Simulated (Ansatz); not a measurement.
`[CH3][SnH2][B](N)F`, charge 0, multiplicity 1.

Problem. Give a relaxed structure at PBE0-D4/def2-TZVP (Ansatz 0.2.0). (Estimate.)

Solution. The calculation gave: 
```xyz
12

C    -1.229   -1.210    1.456
Sn   -0.133    0.518    0.809
B     0.293    0.485   -1.415
N     1.577    0.604   -1.934
F    -0.722    0.336   -2.281
H    -0.648   -2.113    1.270
H    -1.444   -1.139    2.522
H    -2.169   -1.276    0.907
H     1.345    0.578    1.687
H    -1.026    1.910    1.260
H     1.766    0.589   -2.924
H     2.390    0.717   -1.355
```
This is one stationary point; other conformers may exist.
